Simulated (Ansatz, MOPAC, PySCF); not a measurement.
Molecule: CBrF$_{2}$, net charge 0, doublet state. SMILES: F[C](F)Br
Coordinates optimised at B3LYP-D3(BJ)/def2-TZVP (Ansatz, an electronic-structure program):
```
C
F 1 1.3208
F 1 1.3208 2 110.14
Br 1 1.9178 2 114.13 3 -129.90
```
Charge 0, spin multiplicity 2.

Unscaled harmonic wavenumbers (cm⁻¹) in rising order, each level at the stationary point that it reaches from this structure (no distance between atoms moves by over 0.3 Å); the order of modes can differ between levels, and a negative number is imaginary. B3LYP-D3(BJ)/def2-TZVP (PySCF, at the structure above): 306, 320, 578, 666, 1145, 1199.

PM7 (MOPAC): 262, 307, 464, 598, 1394, 1571. Zero-point energy 6.6 against 6.0 kcal/mol; where all levels lie over 400 cm⁻¹, the wavenumbers are on average 1.057 times those of B3LYP-D3(BJ)/def2-TZVP.

B3LYP/6-31G* with LANL2DZ past Ar (Ansatz): 273, 286, 577, 637, 1174, 1267. Zero-point energy 6.0 against 6.0 kcal/mol; where all levels lie over 400 cm⁻¹, the wavenumbers are on average 1.009 times those of B3LYP-D3(BJ)/def2-TZVP.
